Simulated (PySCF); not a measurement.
PySCF input (M06-2X/def2-TZVPD):

```python
from pyscf import gto, scf, dft

mol = gto.M(
    atom='''
    Si    0.00000000    0.00000000    0.00000000
    Cl   -1.68858975   -0.98731631    0.02321396
    Cl   -0.01077213    1.95613927   -0.00841625
    Cl    1.69936188   -0.96882296   -0.01479771
    ''',
    basis='def2-tzvpd',
    charge=1,
    spin=0,
    verbose=4,
)

mf = dft.RKS(mol, xc='m062x').density_fit(auxbasis='def2-universal-jkfit')
mf.grids.level = 4
mf.conv_tol = 1e-9
mf.max_cycle = 100
mf.max_memory = 1500
mf.kernel()
if not mf.converged:
    mf = mf.newton()
    mf.kernel(mf.make_rdm1())
mf.analyze()
```

Output:

```
PySCF version 2.14.0

[INPUT] verbose = 4
[INPUT] num. atoms = 4
[INPUT] num. electrons = 64
[INPUT] charge = 1
[INPUT] spin (= nelec alpha-beta = 2S) = 0
[INPUT] symmetry False subgroup None
[INPUT] Mole.unit = angstrom
[INPUT] Symbol           X                Y                Z      unit          X                Y                Z       unit  Magmom
[INPUT]  1 Si     0.000000000000   0.000000000000   0.000000000000 AA    0.000000000000   0.000000000000   0.000000000000 Bohr   0.0
[INPUT]  2 Cl    -1.688589750000  -0.987316310000   0.023213960000 AA   -3.190972164248  -1.865757424216   0.043868026667 Bohr   0.0
[INPUT]  3 Cl    -0.010772130000   1.956139270000  -0.008416250000 AA   -0.020356375478   3.696567481807  -0.015904407496 Bohr   0.0
[INPUT]  4 Cl     1.699361880000  -0.968822960000  -0.014797710000 AA    3.211328539726  -1.830810057590  -0.027963619171 Bohr   0.0

nuclear repulsion = 328.55697432002
number of shells = 63
number of NR pGTOs = 285
number of NR cGTOs = 181
basis = def2-tzvpd
ecp = {}

******** <class 'pyscf.df.df_jk.DFRKS'> ********
method = DFRKS
initial guess = minao
damping factor = 0
level_shift factor = 0
DIIS = <class 'pyscf.scf.diis.CDIIS'>
diis_start_cycle = 1
diis_space = 8
diis_damp = 0
SCF conv_tol = 1e-09
SCF conv_tol_grad = None
SCF max_cycles = 100
direct_scf = False
XC library pyscf.dft.libxc version 7.1.2
    S. Lehtola, C. Steigemann, M. J. T. Oliveira, and M. A. L. Marques,  SoftwareX 7, 1–5 (2018)
XC functionals = m062x
    Y. Zhao and D. G. Truhlar,  Theor. Chem. Acc. 120, 215 (2008)
    Y. Zhao and D. G. Truhlar,  Theor. Chem. Acc. 120, 215 (2008)
radial grids:
    Treutler-Ahlrichs [JCP 102, 346 (1995); DOI:10.1063/1.469408] (M4) radial grids

becke partition: Becke, JCP 88, 2547 (1988); DOI:10.1063/1.454033
pruning grids: <function nwchem_prune>
grids dens level: 4
symmetrized grids: False
atomic radii adjust function: <function treutler_atomic_radii_adjust>
small_rho_cutoff = 0
Set gradient conv threshold to 3.16228e-05
Initial guess from minao.
tot grids = 114992
******** <class 'pyscf.df.df.DF'> ********
auxbasis = def2-universal-jkfit
init E= -1670.85618771765
  HOMO = -0.405024449937126  LUMO = -0.092343248957586  gap/eV = 8.50849
cycle= 1 E= -1669.80505558582  delta_E= 1.05  |g|= 0.54  |ddm|= 1.91
  HOMO = -0.638864736406468  LUMO = -0.367326766367648  gap/eV = 7.38892
cycle= 2 E= -1669.77014235139  delta_E= 0.0349  |g|= 0.712  |ddm|= 1.14
  HOMO = -0.627309163590488  LUMO = -0.289568081102338  gap/eV = 9.19040
[...]
cycle= 9 E= -1669.9005252305  delta_E= -6.64e-11  |g|= 2.66e-06  |ddm|= 1.86e-05
  HOMO = -0.617283730291061  LUMO = -0.274564389863602  gap/eV = 9.32587
Extra cycle  E= -1669.9005252305  delta_E= -2.27e-13  |g|= 1.66e-06  |ddm|= 4.89e-06
converged SCF energy = -1669.9005252305
**** SCF Summaries ****
Total Energy =                       -1669.900525230500534
Nuclear Repulsion Energy =             328.556974320019663
One-electron Energy =                -2947.362141453518234
Two-electron Energy =                  948.904641902998037
Two-electron Coulomb Energy =         1054.401140437943468
DFT Exchange-Correlation Energy =     -105.496498534945431
HOMO-LUMO gap [eV] =                     9.325868268891380
**** MO energy ****
MO #1   energy= -102.897784794857  occ= 2
MO #2   energy= -102.897761052133  occ= 2
MO #3   energy= -102.897756507901  occ= 2
MO #4   energy= -67.3877674477112  occ= 2
MO #5   energy= -10.0606896395617  occ= 2
MO #6   energy= -10.0606694662163  occ= 2
MO #7   energy= -10.060668004406   occ= 2
MO #8   energy= -7.78129546568946  occ= 2
MO #9   energy= -7.78127701283227  occ= 2
MO #10  energy= -7.78126675082399  occ= 2
MO #11  energy= -7.77817074462961  occ= 2
MO #12  energy= -7.77815060974352  occ= 2
MO #13  energy= -7.77814835273007  occ= 2
MO #14  energy= -7.77730989338884  occ= 2
MO #15  energy= -7.7772893699825   occ= 2
MO #16  energy= -7.77728760569662  occ= 2
MO #17  energy= -5.91569747683069  occ= 2
MO #18  energy= -4.22969931123478  occ= 2
MO #19  energy= -4.22490189223204  occ= 2
MO #20  energy= -4.22490131016878  occ= 2
MO #21  energy= -1.21027446130143  occ= 2
MO #22  energy= -1.17108749778818  occ= 2
MO #23  energy= -1.17108442451577  occ= 2
MO #24  energy= -0.831533930587788 occ= 2
MO #25  energy= -0.729835945865612 occ= 2
MO #26  energy= -0.729832738855297 occ= 2
MO #27  energy= -0.685265357021258 occ= 2
MO #28  energy= -0.650719342416938 occ= 2
MO #29  energy= -0.650716888561312 occ= 2
MO #30  energy= -0.638870946056152 occ= 2
MO #31  energy= -0.638870242266049 occ= 2
MO #32  energy= -0.617283730291061 occ= 2
MO #33  energy= -0.274564389863602 occ= 0
MO #34  energy= -0.255217417104025 occ= 0
MO #35  energy= -0.139231195777435 occ= 0
MO #36  energy= -0.130462380358332 occ= 0
MO #37  energy= -0.130461473133616 occ= 0
MO #38  energy= -0.10005060746363  occ= 0
MO #39  energy= -0.0958790567188057 occ= 0
MO #40  energy= -0.0958785911805403 occ= 0
MO #41  energy= -0.0904593199455968 occ= 0
MO #42  energy= -0.0692825930461228 occ= 0
MO #43  energy= -0.0692807612052909 occ= 0
MO #44  energy= -0.062598657694429 occ= 0
MO #45  energy= -0.0625979155390496 occ= 0
MO #46  energy= -0.0560621378353314 occ= 0
MO #47  energy= -0.056062045047289 occ= 0
MO #48  energy= -0.0375230821738416 occ= 0
MO #49  energy= -0.0267012988586384 occ= 0
MO #50  energy= -0.00305378422788919 occ= 0
MO #51  energy= -0.00305008457768549 occ= 0
MO #52  energy= 0.0377225985811491 occ= 0
MO #53  energy= 0.037725055907479  occ= 0
MO #54  energy= 0.0453088275819954 occ= 0
MO #55  energy= 0.0585962718115478 occ= 0
MO #56  energy= 0.0585964897500987 occ= 0
MO #57  energy= 0.067778609720113  occ= 0
MO #58  energy= 0.067779356900032  occ= 0
MO #59  energy= 0.0799048323162674 occ= 0
MO #60  energy= 0.0847297560349731 occ= 0
MO #61  energy= 0.0856656713731196 occ= 0
MO #62  energy= 0.105790788353946  occ= 0
MO #63  energy= 0.105793268187668  occ= 0
MO #64  energy= 0.107548871077418  occ= 0
MO #65  energy= 0.116262297538445  occ= 0
MO #66  energy= 0.116266016690325  occ= 0
MO #67  energy= 0.140653200150053  occ= 0
MO #68  energy= 0.145708948687523  occ= 0
MO #69  energy= 0.194125036185057  occ= 0
MO #70  energy= 0.194125603567423  occ= 0
MO #71  energy= 0.224088550482094  occ= 0
MO #72  energy= 0.224088739758187  occ= 0
MO #73  energy= 0.235091571097676  occ= 0
MO #74  energy= 0.266623074322803  occ= 0
MO #75  energy= 0.26662351987847   occ= 0
MO #76  energy= 0.281990687940102  occ= 0
MO #77  energy= 0.281993398840598  occ= 0
MO #78  energy= 0.353285923264018  occ= 0
MO #79  energy= 0.384703597441253  occ= 0
MO #80  energy= 0.399216837495087  occ= 0
MO #81  energy= 0.417015015474785  occ= 0
MO #82  energy= 0.417017288376809  occ= 0
MO #83  energy= 0.42565007245062   occ= 0
MO #84  energy= 0.425657428375697  occ= 0
MO #85  energy= 0.440668866293975  occ= 0
MO #86  energy= 0.452468510786056  occ= 0
MO #87  energy= 0.453099774692979  occ= 0
MO #88  energy= 0.469335221871366  occ= 0
MO #89  energy= 0.469340234717035  occ= 0
MO #90  energy= 0.485859732443954  occ= 0
MO #91  energy= 0.486704465435334  occ= 0
MO #92  energy= 0.486706828352684  occ= 0
MO #93  energy= 0.496280415823514  occ= 0
MO #94  energy= 0.509701426836583  occ= 0
MO #95  energy= 0.509702552232906  occ= 0
MO #96  energy= 0.515323970066532  occ= 0
MO #97  energy= 0.515326798016833  occ= 0
MO #98  energy= 0.578025407236293  occ= 0
MO #99  energy= 0.60522043282922   occ= 0
MO #100 energy= 0.605223605224928  occ= 0
MO #101 energy= 0.737002875867467  occ= 0
MO #102 energy= 0.73701215943926   occ= 0
MO #103 energy= 0.842950106764475  occ= 0
MO #104 energy= 0.84295055170782   occ= 0
MO #105 energy= 0.867066996725207  occ= 0
MO #106 energy= 0.912262827928689  occ= 0
MO #107 energy= 0.9122648686093    occ= 0
[...]
```
